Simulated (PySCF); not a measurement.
C3H10O3Sn, triplet, at the geometry of the source list (a higher spin typed on purpose: for a closed-shell molecule this is an excited state) (all electrons, no relativity). Base run: PySCF with HF/STO-3G.

Here is a job for PySCF.
```python
from pyscf import gto, scf

mol = gto.M(
    atom='''
C    -1.067800   -1.509700   -0.604200
C    -1.053300   -0.204200    0.152600
C    -1.641800    0.943800   -0.631400
Sn    1.057100    0.273000    0.716100
O     2.259000   -0.038800   -0.857600
O     1.842900   -0.867200    2.139400
O     1.483700    2.144800    1.248200
H    -0.512800   -1.425200   -1.533700
H    -0.635600   -2.315800   -0.015000
H    -2.098300   -1.774100   -0.840400
H    -1.549000   -0.308600    1.120100
H    -2.693300    0.736900   -0.829000
H    -1.134100    1.063600   -1.586100
H    -1.579500    1.879600   -0.078200
H     3.170600    0.208300   -0.712700
H     2.459900   -1.521000    1.804800
H     1.692500    2.714600    0.507000
''',
    basis='sto-3g',
    charge=0,
    spin=2,
    verbose=4,
)

mf = scf.UHF(mol)
mf.kernel()
```

The base run was repeated with changes; each row names its change, and settings that it needs were set with it.

| change | ΔE vs base (mEh) | SCF cycles | <S^2> | outcome |
|---|---|---|---|---|
| base | 0.000 | 28 | 2.060 | converged |
| conv_tol_grad = 1e-7 | 0.000 | 40 | 2.060 | converged |
| conv_tol = 1e-4 | -0.048 | 12 | 2.071 | converged |
| conv_tol = 1e-6 | 0.000 | 24 | 2.060 | converged |
| DIIS = ADIIS | - | 50 | - | not converged |
| init_guess = huckel | -50.860 | 42 | 2.020 | another SCF solution |
| conv_tol_grad = 1e-3 | 0.000 | 28 | 2.060 | converged |
| init_guess = 1e | 10.399 | 39 | 2.078 | another SCF solution |
| diis = off; damp = 0.3 (with mf.diis_start_cycle = 200; with mf.max_cycle = 150) | - | 150 | - | not converged |
| diis_space = 20 | 0.000 | 27 | 2.060 | converged |
| DIIS = EDIIS | - | 50 | - | not converged |
| solver = newton; init_guess = 1e | -54.825 | - | 2.020 | another SCF solution |
| conv_tol = 1e-11 | 0.000 | 34 | 2.060 | converged |

A guess, shift, damping, solver or small numerical setting can't move a converged solution much, so rows marked as another SCF solution ended in a different state.

Open shells are given as the SCF converged; they aren't shown to be the lowest states, and a large step between rows can be another state.
